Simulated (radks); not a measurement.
Results of a calculation; reference values are marked as such.
Effect of the nuclear size on the potassium ion K13+, [He] 2s2 2p2. Code: a radial shooting solver on a logarithmic mesh with Libxc functionals. Model: Dirac Kohn-Sham, relativistic LDA (MacDonald-Vosko exchange, VWN5 correlation), spin-unpolarised, spherical densities, finite nucleus; open shells fill j = l - 1/2 first; Fermi nuclear charge, rms radius 3.4349 fm. The rms radius is varied about that value; shifts are against it.

[
 {"rms radius (fm)": "2.851", "total energy shift (eV)": "-0.00737", "density at nucleus (e/bohr^3)": "5228", "1s1/2 shift (meV)": "-3.07", "2s1/2 shift (meV)": "-0.300", "3s1/2 (empty) shift (meV)": "-0.075"},
 {"rms radius (fm)": "3.3215", "total energy shift (eV)": "-0.00154", "density at nucleus (e/bohr^3)": "5210", "1s1/2 shift (meV)": "-0.640", "2s1/2 shift (meV)": "-0.062", "3s1/2 (empty) shift (meV)": "-0.016"},
 {"rms radius (fm)": "3.4349", "total energy shift (eV)": "0", "density at nucleus (e/bohr^3)": "5206", "1s1/2 shift (meV)": "0.000", "2s1/2 shift (meV)": "0.000", "3s1/2 (empty) shift (meV)": "0.000"},
 {"rms radius (fm)": "3.5414", "total energy shift (eV)": "0.00149", "density at nucleus (e/bohr^3)": "5202", "1s1/2 shift (meV)": "0.621", "2s1/2 shift (meV)": "0.061", "3s1/2 (empty) shift (meV)": "0.015"},
 {"rms radius (fm)": "4.1081", "total energy shift (eV)": "0.0101", "density at nucleus (e/bohr^3)": "5184", "1s1/2 shift (meV)": "4.23", "2s1/2 shift (meV)": "0.413", "3s1/2 (empty) shift (meV)": "0.103"}
]

Slopes of the eigenvalues against <r^2> in GHz/fm^2, as finite differences over the two radii next to the reference (eigenvalue slopes, not the field-shift constants of lines): 1s1/2 202, 2s1/2 19.7, 3s1/2 (empty) 4.92.
